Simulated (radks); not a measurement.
Problem. The lithium anion Li-, [He] 2s2, held by a Watson sphere: a shell of charge +1 at radius R that stands for the Madelung well of a crystal (potential energy -1/R inside, -1/r outside, in hartree with lengths in bohr). All-electron calculation, non-relativistic Kohn-Sham, LDA (Slater exchange, Perdew-Wang correlation), spin-polarised, spherical densities, point nucleus. Program: a radial shooting solver on a logarithmic mesh with Libxc functionals. Response by self-consistent Sternheimer equations with the Hartree and adiabatic LDA kernel. The sphere does not respond.

| R (bohr) | e(1s) (eV) | e(2s) (eV) | <r> 2s (bohr) | sum of <r^2> (bohr^2) | X-ray form factor at sin(theta)/lambda = 0.1 1/angstrom | alpha (bohr^3) |
|---|---|---|---|---|---|---|
| 1.88 | -53.343 | -4.629 | 3.190 | 25.05 | 2.766 | 84.10 |
| 2.57 | -51.035 | -4.320 | 3.423 | 28.46 | 2.661 | 102.8 |
| 2.87 | -50.555 | -4.168 | 3.534 | 30.21 | 2.612 | 113.6 |
| 2.9 | -50.517 | -4.152 | 3.545 | 30.40 | 2.607 | 114.8 |
| 3.32 | -50.110 | -3.934 | 3.702 | 33.02 | 2.542 | 132.6 |
| 3.85 | -49.814 | -3.666 | 3.895 | 36.46 | 2.467 | 158.7 |

Estimate the row for R = 3.4 bohr.

Solution. e(1s) (eV) -50.053; e(2s) (eV) -3.893; <r> 2s (bohr) 3.732; sum of <r^2> (bohr^2) 33.53; X-ray form factor at sin(theta)/lambda = 0.1 1/angstrom 2.530; alpha (bohr^3) 136.3.
